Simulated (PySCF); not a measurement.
Al(H)(NCO)2 (C₂HAlN₂O₂), SMILES O=C=[N][AlH][N]=C=O.

Coordinates come from a PBE0-D3(BJ)/def2-SVP optimisation. The structure was generated by enumeration; whether it is a known compound was not checked. The values are those of a single conformer.

Method: PySCF with PBE/def2-TZVP.

Symmetry labels are those of the subgroup C2v that the program uses (full group C2v).

Question: List the valence orbital energies around the gap with their symmetry. (Estimate from the structure and the level; the computed values follow.)

Answer: 
| orbital | symmetry | energy (eV) |
|---|---|---|
| HOMO−7 | A1 | -11.49 |
| HOMO−6 | A2 | -11.46 |
| HOMO−5 | B2 | -11.40 |
| HOMO−4 | A1 | -8.98 |
| HOMO−3 | B1 | -7.91 |
| HOMO−2 | A1 | -7.61 |
| HOMO−1 | A2 | -7.57 |
| HOMO | B2 | -7.41 |
| LUMO | B1 | -2.44 |
| LUMO+1 | A1 | -1.06 |
| LUMO+2 | B2 | -0.46 |
| LUMO+3 | A1 | -0.30 |
